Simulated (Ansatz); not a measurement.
`CBCF` and `[CH3][AlH][CH2]F` differ in one element.

Ansatz, PBE0-D4/def2-TZVP geometries, multiplicity 1. Each molecule was computed in one conformer, which needn't be the lowest.

```csv
property,`CBCF`
zero-point energy (PBE0-D4/def2-TZVP) / kJ/mol,204.4
LUMO energy (PBE0/def2-TZVPP) / eV,-1.06
size of the dipole moment (PBE/def2-TZVPP) / D,2.22
HOMO–LUMO gap (PBE/def2-TZVPP) / eV,4.96
LUMO energy (ωB97M-V/def2-TZVPP) / eV,0.90
size of the dipole moment (B3LYP/def2-TZVPP) / D,2.30
```

(1) What does the change do to each property? (Best estimate.)

Answers

(1) Computed: 
| property | `[CH3][AlH][CH2]F` | shift |
| --- | --- | --- |
| zero-point energy (PBE0-D4/def2-TZVP) / kJ/mol | 185.3 | -19.1 |
| LUMO energy (PBE0/def2-TZVPP) / eV | -1.12 | -0.06 |
| size of the dipole moment (PBE/def2-TZVPP) / D | 2.19 | -0.03 |
| HOMO–LUMO gap (PBE/def2-TZVPP) / eV | 4.26 | -0.70 |
| LUMO energy (ωB97M-V/def2-TZVPP) / eV | 0.44 | -0.46 |
| size of the dipole moment (B3LYP/def2-TZVPP) / D | 2.30 | 0.00 |

With PBE0 the HOMO rises by 1.06 eV and the LUMO falls by 0.06 eV, so the gap narrows by about 1.12 eV. PBE moves the HOMO by 0.89 eV and ωB97M-V by 1.16 eV. Dipoles are sizes alone; their direction can turn.

B3LYP here is the variant with VWN-RPA as its local correlation; programs differ in this.
